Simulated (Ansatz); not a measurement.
`[OH][Ti]([SH])([SH])[SH]` and `[F][Ti]([SH])([SH])[SH]` differ in one atom or group.

Ansatz, PBE0-D4/def2-TZVP geometries, multiplicity 1. Each molecule was computed in one conformer, which needn't be the lowest.

Scalar relativity is left out up to krypton.

```
                                      property  `[OH][Ti]([SH])([SH])[SH]`
           LUMO energy (B3LYP/def2-TZVPP) / eV                       -2.90
           HOMO energy (B3LYP/def2-TZVPP) / eV                       -7.29
           HOMO–LUMO gap (PBE/def2-TZVPP) / eV                        2.80
       HOMO–LUMO gap (ωB97M-V/def2-TZVPP) / eV                        9.05
         HOMO energy (ωB97M-V/def2-TZVPP) / eV                       -9.63
size of the dipole moment (PBE/def2-TZVPP) / D                        2.27
```

Problem. Give the same properties after the change, and the shifts. (Estimate.)

Solution. Computed: 
| property | `[F][Ti]([SH])([SH])[SH]` | shift |
| --- | --- | --- |
| LUMO energy (B3LYP/def2-TZVPP) / eV | -3.17 | -0.27 |
| HOMO energy (B3LYP/def2-TZVPP) / eV | -7.66 | -0.37 |
| HOMO–LUMO gap (PBE/def2-TZVPP) / eV | 2.92 | 0.12 |
| HOMO–LUMO gap (ωB97M-V/def2-TZVPP) / eV | 9.15 | 0.10 |
| HOMO energy (ωB97M-V/def2-TZVPP) / eV | -10.01 | -0.38 |
| size of the dipole moment (PBE/def2-TZVPP) / D | 0.94 | -1.33 |

With PBE0 the HOMO falls by 0.37 eV and the LUMO falls by 0.27 eV, so the gap widens by about 0.10 eV. PBE moves the HOMO by -0.36 eV and ωB97M-V by -0.38 eV. Dipoles are sizes alone; their direction can turn.

B3LYP here is the variant with VWN-RPA as its local correlation; programs differ in this.
